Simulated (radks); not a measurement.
Results of a calculation; reference values are marked as such.
Excited configurations of He II: one electron is placed in a higher orbital outside the bare nucleus. The ground configuration is 1s1. Level of theory: non-relativistic Kohn-Sham, PBEsol, spin-polarised, spherical densities, point nucleus; open shells are filled with parallel spins first (a radial shooting solver on a logarithmic mesh with Libxc functionals). Excitation = E - E(ground); binding = E(ion) - E, where the ion is the core of charge +2; n* = 2/sqrt(2 binding) in atomic units, and the quantum defect is n - n*.

| outer orbital | excitation (eV) | binding (eV) | n* | eigenvalue (eV) | <r> (bohr) |
|---|---|---|---|---|---|
| 5f | 51.252 | 2.342 | 4.820 | -1.826 | 15.16 |
| 6f | 51.930 | 1.665 | 5.717 | -1.336 | 22.86 |
| 7s | 52.347 | 1.247 | 6.605 | -1.042 | 34.73 |
| 7p | 52.347 | 1.248 | 6.603 | -1.039 | 34.23 |
| 7d | 52.347 | 1.247 | 6.605 | -1.031 | 33.29 |

The Delta-SCF ionisation energy is 53.595 eV (NIST Atomic Spectra Database: 54.418 eV, theoretical). Self-interaction in the functional shifts the binding energies and quantum defects, so they are the method's values and not measured ones.
